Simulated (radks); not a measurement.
Q: These are the eigenvalues of the occupied orbitals of an atom or ion with whole-number occupations (Ry). All-electron calculation, scalar-relativistic Kohn-Sham, r2SCAN, spin-unpolarised, spherical densities, finite nucleus; meta-GGA in the generalised Kohn-Sham scheme; Fermi nuclear charge, rms radius of each element as measured or else 0.836 A^(1/3) + 0.57 fm. Program: a radial shooting solver on a logarithmic mesh with Libxc functionals.

| orbital | eigenvalue |
|---|---|
| 1s | -5115.475 |
| 2s | -887.0958 |
| 2p | -776.0117 |
| 3s | -207.1150 |
| 3p | -174.0612 |
| 3d | -135.9661 |
| 4s | -45.28980 |
| 4p | -34.40093 |
| 4d | -20.52436 |
| 5s | -8.59967 |
| 5p | -5.85155 |
| 4f | -5.16827 |
| 5d | -2.64144 |
| 6s | -2.29935 |

Which element is it, and in what charge state? The configuration may be excited.

A: Z = 74, tungsten, charge +3: W3+ in [Xe] 4f14 5d1 6s2. The list shows which subshells hold electrons but not how many an open one holds; the 1s level, -2557.7 hartree, gives Z - s = 71.5 by -(Z - s)^2/2, which with screening and relativity narrows Z to a few neighbours, and the depths of the outer levels then fix element, charge and occupations together.
